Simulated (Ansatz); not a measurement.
Job for Ansatz (a quantum-chemistry and plane-wave program): U-wB97M-V/def2-TZVPP on N2+, 2S+1 = 2, a spin state set in the input, which need not be the lowest, a point of a bond scan (R = 1.106 Å). Charge +1.

Ansatz 0.2 input:
```yaml
crystal:
  periodic: [false, false, false]
  atoms:
    - {symbol: N, position_ang: [0.00000000, 0.00000000, 0.00000000]}
    - {symbol: N, position_ang: [0.00000000, 0.00000000, 1.10649100]}
basis:
  gaussian:
    orbitals: def2-TZVPP
    pivot_positions_ang: [[0.00000000, 0.00000000, 0.00000000], [0.00000000, 0.00000000, 1.10649100]]
hamiltonian:
  xc: {name: wB97M-V}
total_charge: 1
magnetization: {spin_polarized: true, initial_magnetization: 1}
output: {forces: true, orbitals: {seedname: ./end}}
```

It printed:

```
WARN ansatz: RAYON_NUM_THREADS=2 ignored (pool sized by the plan → 2); use --threads N
Functional definition: wB97M-V
integrals: 0.01 GiB planned
310 factors; their error is unknown
integrals: 0.04 GiB planned
78 factors; integrals over basis functions are off by at most 7.4e-6 eV
mean field: 0.20 GiB planned
mean field evaluation 1: about -2964.1819 eV, gradient 1.8e1 eV
mean field evaluation 2: about -2964.9888 eV, gradient 5.9e0 eV
mean field evaluation 4: about -2965.0973 eV, gradient 4.5e-2 eV
mean field evaluation 8: about -2965.1085 eV, gradient 1.4e-3 eV
mean field evaluation 16: about -2964.9967 eV, gradient 1.1e0 eV
mean field -2965.10852147 eV, -108.9657283411 hartree, gradient 1.3e-5 eV, S^2 0.753147; 1 other end points of the search recorded, 0 dependent functions left out
the calculation of the forces begins
reference -2965.10854087 eV, -108.9657290541 hartree; 7, 6 occupied and 55, 56 virtual orbitals, 310 factors
Total energy: -2965.10854087 eV, -108.9657290541 hartree
Atom 0 at     0.000000     0.000000     0.000000 Å, force     0.000000     0.000000     0.497946 eV/Å
Atom 1 at     0.000000     0.000000     1.106491 Å, force     0.000000    -0.000000    -0.497946 eV/Å
Dipole moment:    -0.000000     0.000000    -0.000000 e Å
```

Self-consistency was reached.

Cost: very roughly 4 core-seconds.
